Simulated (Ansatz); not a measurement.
Steps of a relaxation of C2H8GaN (`C[NH][GaH][CH3]`) with RKS PBE0-D4/def2-TZVP.

```sh
$ ansatz run in.yaml --threads 4 --pin off --events-out ev --progress --plain --max-ram 10444MiB
```

```yaml
crystal:
  periodic: [false, false, false]
  atoms:
    - {symbol: C, position_ang: [-1.353397, 1.151636, 0.447353]}
    - {symbol: N, position_ang: [-0.786850, 0.669746, -0.795178]}
    - {symbol: Ga, position_ang: [0.604156, -0.504343, -1.047556]}
    - {symbol: C, position_ang: [1.486408, -1.248773, 0.555301]}
    - {symbol: H, position_ang: [-2.422359, 0.860227, 0.582822]}
    - {symbol: H, position_ang: [-1.306872, 2.262157, 0.544878]}
    - {symbol: H, position_ang: [-0.797747, 0.731019, 1.310907]}
    - {symbol: H, position_ang: [-1.254688, 1.050032, -1.622426]}
    - {symbol: H, position_ang: [0.931986, -0.798077, -2.560949]}
    - {symbol: H, position_ang: [1.361970, -0.588877, 1.437614]}
    - {symbol: H, position_ang: [1.044705, -2.237101, 0.803956]}
    - {symbol: H, position_ang: [2.569688, -1.402747, 0.377180]}
basis:
  gaussian: {orbitals: def2-TZVP}
hamiltonian: {xc: pbe0, dispersion: d4}
relax: {f_tol: 0.005, max_steps: 150}
```

Positions (Å) and forces (eV/Å) along the path, 11 of 32 steps:

```xyz
12
step=1 energy=-56062.9880 eV
C    -1.353    1.152    0.447   -0.155    0.124    0.345
N    -0.787    0.670   -0.795   -0.172    0.141   -0.334
Ga    0.604   -0.504   -1.048   -0.176    0.151    0.099
C     1.486   -1.249    0.555    0.166   -0.160    0.279
H    -2.422    0.860    0.583    0.541    0.112   -0.111
H    -1.307    2.262    0.545    0.013   -0.552   -0.088
H    -0.798    0.731    1.311   -0.252    0.189   -0.449
H    -1.255    1.050   -1.622    0.293   -0.241    0.567
H     0.932   -0.798   -2.561   -0.016    0.014    0.156
H     1.362   -0.589    1.438    0.066   -0.339   -0.452
H     1.045   -2.237    0.804    0.230    0.490   -0.114
H     2.570   -1.403    0.377   -0.539    0.072    0.103
12
step=2 energy=-56063.0270 eV
C    -1.350    1.149    0.447   -0.063    0.052    0.147
N    -0.787    0.670   -0.791    0.013   -0.013   -0.137
Ga    0.597   -0.499   -1.039   -0.093    0.077    0.057
C     1.481   -1.244    0.551    0.047   -0.047    0.095
H    -2.407    0.859    0.575    0.168    0.038   -0.033
H    -1.297    2.246    0.541    0.001   -0.170   -0.024
H    -0.800    0.727    1.298   -0.077    0.058   -0.125
H    -1.250    1.047   -1.608    0.078   -0.065    0.148
H     0.930   -0.799   -2.540    0.003   -0.003    0.016
H     1.359   -0.594    1.424    0.017   -0.091   -0.119
H     1.049   -2.223    0.799    0.057    0.139   -0.039
H     2.553   -1.395    0.376   -0.152    0.027    0.015
12
step=6 energy=-56063.0308 eV
C    -1.345    1.149    0.448    0.006   -0.004   -0.011
N    -0.788    0.668   -0.793   -0.009    0.009    0.010
Ga    0.588   -0.499   -1.035    0.006   -0.009   -0.003
C     1.476   -1.240    0.552   -0.001    0.001    0.000
H    -2.401    0.873    0.570    0.002    0.002    0.001
H    -1.276    2.240    0.545   -0.001   -0.002    0.002
H    -0.803    0.717    1.293   -0.003    0.002   -0.001
H    -1.252    1.046   -1.604    0.003   -0.003    0.002
H     0.928   -0.815   -2.531   -0.001    0.002    0.002
H     1.335   -0.607    1.430    0.001   -0.003   -0.002
H     1.068   -2.228    0.781    0.003    0.005   -0.002
H     2.547   -1.360    0.378   -0.005    0.001    0.002
12
step=7 energy=-56063.0308 eV
C    -1.342    1.153    0.448    0.004   -0.008   -0.016
N    -0.791    0.666   -0.794   -0.012    0.011    0.023
Ga    0.582   -0.505   -1.034    0.014    0.004   -0.005
C     1.475   -1.240    0.553    0.005   -0.017    0.012
H    -2.401    0.889    0.569    0.004    0.003    0.003
H    -1.260    2.243    0.545   -0.002   -0.005    0.000
H    -0.805    0.713    1.292   -0.004    0.004   -0.001
H    -1.257    1.043   -1.604    0.007   -0.005   -0.002
H     0.922   -0.824   -2.530   -0.006   -0.002    0.001
H     1.308   -0.623    1.438    0.004   -0.015   -0.017
H     1.094   -2.244    0.764    0.013    0.027   -0.003
H     2.551   -1.327    0.386   -0.028    0.003    0.006
12
step=10 energy=-56063.0310 eV
C    -1.343    1.157    0.447    0.003    0.001    0.000
N    -0.789    0.667   -0.791   -0.005    0.004    0.002
Ga    0.582   -0.508   -1.032   -0.001    0.003   -0.010
C     1.477   -1.244    0.552   -0.004    0.000    0.004
H    -2.401    0.892    0.569   -0.001    0.000    0.000
H    -1.264    2.248    0.541    0.000   -0.001   -0.001
H    -0.806    0.724    1.294    0.002   -0.001   -0.001
H    -1.252    1.043   -1.603    0.005   -0.006    0.004
H     0.912   -0.829   -2.530    0.000    0.000    0.006
H     1.295   -0.638    1.442    0.000   -0.001    0.001
H     1.112   -2.255    0.752    0.001    0.000   -0.001
H     2.555   -1.312    0.392    0.000    0.001   -0.002
12
step=11 energy=-56063.0310 eV
C    -1.341    1.161    0.447    0.000   -0.001    0.002
N    -0.790    0.666   -0.790   -0.002    0.000   -0.003
Ga    0.579   -0.511   -1.031    0.000    0.007   -0.005
C     1.476   -1.246    0.552   -0.001   -0.005    0.008
H    -2.399    0.897    0.571   -0.001    0.000    0.001
H    -1.261    2.252    0.537    0.000    0.000   -0.001
H    -0.804    0.729    1.295    0.001    0.000   -0.001
H    -1.254    1.040   -1.603    0.003   -0.002    0.003
H     0.908   -0.833   -2.528   -0.001   -0.002    0.004
H     1.278   -0.653    1.447    0.002   -0.005   -0.006
H     1.129   -2.266    0.740    0.005    0.008   -0.002
H     2.556   -1.293    0.398   -0.007    0.001    0.001
12
step=24 energy=-56063.0314 eV
C    -1.329    1.182    0.446    0.001    0.002    0.001
N    -0.795    0.663   -0.789    0.001   -0.003    0.004
Ga    0.561   -0.530   -1.026   -0.002    0.004   -0.002
C     1.470   -1.257    0.553    0.012   -0.012    0.014
H    -2.390    0.937    0.581    0.001    0.000   -0.001
H    -1.232    2.273    0.520    0.000   -0.002    0.001
H    -0.791    0.755    1.295    0.000    0.001    0.001
H    -1.260    1.031   -1.603   -0.002    0.002   -0.006
H     0.876   -0.873   -2.522   -0.001   -0.002   -0.001
H     1.162   -0.756    1.473    0.006   -0.010   -0.014
H     1.251   -2.324    0.655    0.006    0.021   -0.001
H     2.553   -1.157    0.450   -0.021   -0.002    0.004
12
step=26 energy=-56063.0315 eV
C    -1.326    1.187    0.446   -0.002   -0.001    0.000
N    -0.794    0.664   -0.789    0.001    0.000    0.001
Ga    0.558   -0.533   -1.026   -0.001   -0.001   -0.002
C     1.468   -1.259    0.554    0.005   -0.006    0.010
H    -2.386    0.939    0.585    0.000    0.001    0.000
H    -1.230    2.278    0.516    0.000    0.001   -0.001
H    -0.785    0.763    1.295    0.000    0.000   -0.001
H    -1.261    1.031   -1.603    0.001   -0.001    0.001
H     0.868   -0.882   -2.521    0.000    0.001    0.001
H     1.140   -0.779    1.477    0.004   -0.006   -0.010
H     1.276   -2.332    0.639    0.003    0.014   -0.001
H     2.550   -1.131    0.463   -0.012   -0.001    0.001
12
step=29 energy=-56063.0315 eV
C    -1.322    1.193    0.445    0.001    0.002    0.000
N    -0.796    0.662   -0.788   -0.001   -0.002    0.002
Ga    0.552   -0.539   -1.025   -0.002   -0.002    0.001
C     1.466   -1.262    0.554    0.010   -0.009    0.011
H    -2.384    0.954    0.587    0.001    0.000   -0.001
H    -1.218    2.283    0.512    0.000   -0.001    0.001
H    -0.783    0.767    1.295    0.000    0.000    0.000
H    -1.263    1.027   -1.603    0.000    0.001   -0.002
H     0.857   -0.894   -2.520    0.001    0.000   -0.001
H     1.107   -0.813    1.482    0.006   -0.006   -0.012
H     1.316   -2.343    0.615    0.003    0.018   -0.001
H     2.543   -1.090    0.481   -0.017   -0.003    0.003
12
step=31 energy=-56063.0316 eV
C    -1.321    1.194    0.445    0.001    0.000   -0.001
N    -0.797    0.661   -0.788    0.000    0.001    0.001
Ga    0.550   -0.542   -1.025    0.001    0.002    0.000
C     1.466   -1.263    0.554    0.000   -0.002    0.000
H    -2.383    0.957    0.587    0.000    0.000    0.000
H    -1.215    2.284    0.511    0.000    0.000    0.000
H    -0.782    0.768    1.295    0.000    0.000    0.000
H    -1.263    1.028   -1.603   -0.001    0.000   -0.001
H     0.855   -0.896   -2.520    0.000   -0.001    0.000
H     1.101   -0.821    1.482    0.001   -0.001   -0.001
H     1.325   -2.345    0.610    0.001    0.001    0.000
H     2.541   -1.081    0.485   -0.002    0.000    0.000
12
step=32 energy=-56063.0316 eV
C    -1.320    1.195    0.445    0.001   -0.001   -0.001
N    -0.796    0.662   -0.788    0.000    0.000    0.000
Ga    0.549   -0.542   -1.025   -0.001   -0.001    0.000
C     1.466   -1.263    0.554   -0.002    0.002   -0.003
H    -2.383    0.959    0.587   -0.001    0.000    0.000
H    -1.213    2.285    0.511    0.000    0.001    0.000
H    -0.782    0.769    1.295    0.000    0.000    0.000
H    -1.263    1.027   -1.603    0.000    0.000    0.000
H     0.853   -0.899   -2.519    0.000    0.001    0.000
H     1.094   -0.828    1.483    0.000    0.001    0.002
H     1.333   -2.347    0.605    0.000   -0.003    0.000
H     2.539   -1.072    0.489    0.003    0.001    0.001
```

It took 76 s on 4 threads of an AMD EPYC 7B13 on a shared host, with 0.52 GiB of host memory at the peak.
